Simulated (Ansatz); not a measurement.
The cluster AlSi₄⁺, relaxed as a singlet with RKS PBE-D4/def2-SVP in Ansatz, starting from the GFN1-xTB geometry. Force threshold 0.02 eV/Å.

The restricted singlet is unstable towards broken spin symmetry at other levels; at PBE-D4/def2-SVP this wasn't settled. Another isomer (singlet) lies 0.87 eV lower at PBE0-D4/def2-TZVP; other spin states weren't run for this one.

Start:

Cartesian coordinates in Å:
```
Al 0.005 -0.891 -0.625
Si -0.030 1.611 -0.354
Si -0.050 1.073 -2.546
Si 0.018 0.224 1.636
Si 0.057 -2.017 1.889
```

Problem. Estimate the energy that the relaxation releases and the steps that it takes.

Solution. 0.91 eV, in 7 steps; 5.5 s on 4 threads of Arm Neoverse V1 on a shared host. No frequencies were taken in this run, so the end may be a saddle point.

Problem. Does the start keep its bonding and symmetry?

Solution. By distances, no bond broke or formed. The bond that changes most is Al1–Si5, from 2.76 to 2.51 Å (atoms count from 1). Point group C2v at the start, C2 at the end, both within 0.05 Å.

Problem. Predict the relaxed structure.

Solution. 
```xyz
5

Al    0.0063   -1.0292   -0.7177
Si    0.5972    1.4377   -0.1582
Si   -0.3397    0.9690   -2.1944
Si   -0.6088    0.3435    1.4008
Si    0.3450   -1.7210    1.6695
```
Bond lengths: 4 × Al–Si 2.51 to 2.60 Å; 3 × Si–Si 2.25 to 2.29 Å.
